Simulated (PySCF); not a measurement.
Electric field gradients and quadrupole coupling constants

Compound: C₅H₅NO.
Geometry (GFN2-xTB, Å), atoms numbered from 1 in this order:
```xyz
12
C5H5NO angstrom
N     -1.874    2.115   -0.812
C     -1.287    1.324   -0.234
C     -0.523    0.323    0.475
C      0.960    0.627    0.416
C      1.569   -0.373   -0.204
O      0.762   -1.387   -0.602
C     -0.574   -1.056   -0.233
H     -0.894    0.277    1.506
H      1.393    1.524    0.806
H      2.611   -0.506   -0.430
H     -1.187   -1.027   -1.140
H     -0.955   -1.842    0.426
```

Field gradients from the PBE0/pcSseg-1 density (PySCF, non-relativistic), principal values in atomic units, ordered |Vxx| ≤ |Vyy| ≤ |Vzz|:

| atom | Vxx | Vyy | Vzz |
| --- | --- | --- | --- |
| N1 | 0.4600 | 0.5092 | -0.9692 |
| O6 | -0.1782 | -1.7019 | 1.8800 |

Q: Find the asymmetry η = (Vxx − Vyy)/Vzz and the couplings χ = eQV/h (234.96 MHz × Q in barn × V in au), with Q(14N) = 0.02044 b, Q(17O) = −0.0256 b.

A: 
| atom | environment | nucleus | η | χzz (MHz) | χxx (MHz) | χyy (MHz) |
| --- | --- | --- | --- | --- | --- | --- |
| N1 | nitrile nitrogen | 14N | 0.05 | -4.655 | 2.209 | 2.446 |
| O6 | cyclic ether oxygen | 17O | 0.81 | -11.31 | 1.07 | 10.24 |

Q: What is Vzz at N1 in SI units (1 au = 9.71736 × 10²¹ V/m²)?

A: -0.9692 au = -9.418 × 10²¹ V/m².

Q: And the gradient at the other heavy atoms, for which no coupling is worked out here?

A: 
```csv
atom,environment,Vzz (au),η
C2,nitrile carbon,-0.399,0.02
C3,sp3 carbon next to a nitrile,0.138,0.81
C4,alkene CH carbon,-0.155,0.52
C5,vinylic carbon bearing oxygen,-0.404,0.02
C7,sp3 carbon bound to oxygen,0.404,0.46
```

Q: What couplings would deuterons (Q(2H) = 0.00286 b) have in place of the hydrogens, at this geometry?

A: 
```
atom  bonded to  bond length (Å)  Vzz (au)     η  χzz (kHz)
  H8         C3            1.096    0.2903  0.03        195
  H9         C4            1.070    0.3511  0.09        236
 H10         C5            1.075    0.3332  0.07        224
 H11         C7            1.095    0.2842  0.05        191
 H12         C7            1.094    0.2902  0.05        195
```

Isolated species at its GFN2-xTB geometry, gas phase. GFN2-xTB bond lengths can be off by several hundredths of an ångström, more for odd bonds, and the gradients follow them. The basis is small and wasn't made for field gradients, so the couplings can be 20 % off.
